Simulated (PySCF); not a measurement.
B3LYP has the VWN-RPA correlation part, as in Gaussian. 

C$_{5}$H$_{6}$, SMILES `C#CC(=C)C` (charge 0, multiplicity 1)

Level of theory: B3LYP-D3(BJ)/def2-TZVP (PySCF).

```
Property                                        Value
-------------  --------------------------------------
HOMO                                         -6.79 eV
dipole moment                                  0.54 D
HOMO–LUMO gap                                 5.82 eV
LUMO                                         -0.96 eV
total energy                              -5283.01 eV
cost           about 60 core-seconds (a rough figure)
```

Bonded distances (Å): C1–C2 1.203, C1–H6 1.062, C2–C3 1.427, C3–C4 1.336, C3–C5 1.507, C4–H7 1.082, C4–H8 1.081, C5–H9 1.092, C5–H10 1.089, C5–H11 1.092. Angles (°): C2–C1–H6 179.1, C1–C2–C3 177.5, C2–C3–C4 121.0, C2–C3–C5 116.0, C4–C3–C5 123.0, C3–C4–H7 120.8, C3–C4–H8 121.5, H7–C4–H8 117.7, C3–C5–H9 110.6, C3–C5–H10 110.8, C3–C5–H11 110.6, H9–C5–H10 108.8, H9–C5–H11 107.1, H10–C5–H11 108.8.
Charge 0, spin multiplicity 1.
